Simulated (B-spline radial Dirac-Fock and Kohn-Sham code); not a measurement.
**Sn³⁷⁺: eigenvalues, ΔSCF and the reference**

System: the Sn³⁷⁺ ion in the configuration [Ne] 3s2 3p1.

The density-functional columns are spherical, spin-unpolarised Dirac-Kohn-Sham results without Breit or QED terms: −ε is minus the orbital energy of the initial state and ΔSCF the difference of two total energies. The reference in the last column comes from relaxed Dirac-Fock hole states (ΔSCF) with Breit and QED corrections and a finite nucleus. All numbers are from a radial finite-basis atomic code, in eV; a selection of levels is shown. For the 1s level of heavy atoms much of the gap between ΔSCF and the reference is the Breit and QED part, -95.8 eV here; for other levels the error of the functional can be larger.

```
level   LDA −ε  LDA ΔSCF  Dirac-Fock
    K  31195.5   31572.5     31483.4
   L1   6491.6    6583.7      6621.9
   L2   6235.2    6344.7      6331.4
   L3   5997.2    6101.6      6095.7
   M1   2576.5    2614.3      2606.0
 M2,3   2446.6    2485.9      2483.6
```

Values without a named source are computed, but for edge energies of neutral atoms, which are taken from tables.
